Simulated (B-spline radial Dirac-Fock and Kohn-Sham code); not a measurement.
Model: the Dirac equation of a negative muon with reduced mass in the field of a spherical finite nucleus, with the Uehling potential to all orders; nuclear polarisation, deformation, hyperfine structure, self-energy, higher-order vacuum polarisation, relativistic recoil and electron screening are left out. Program: a B-spline atomic structure program. The nuclear charge is a Fermi distribution (skin thickness 2.3 fm).

Q: A muonic atom of atomic mass 138.91 u emits these computed lines: 2p3/2 → 1s1/2 4081 keV, 3d5/2 → 2p3/2 1270 keV, 4f7/2 → 3d5/2 449.7 keV, 5g9/2 → 4f7/2 207.2 keV. Which element is it, and what rms charge radius was used?

A: Lanthanum (Z = 57, nuclide ¹³⁹La); the high transitions hardly feel the nucleus and fix Z. The 2p → 1s line lies 3177 keV below the value for a point nucleus without QED, which for this nuclear model gives a radius near 4.86 fm (4.855 fm was used).
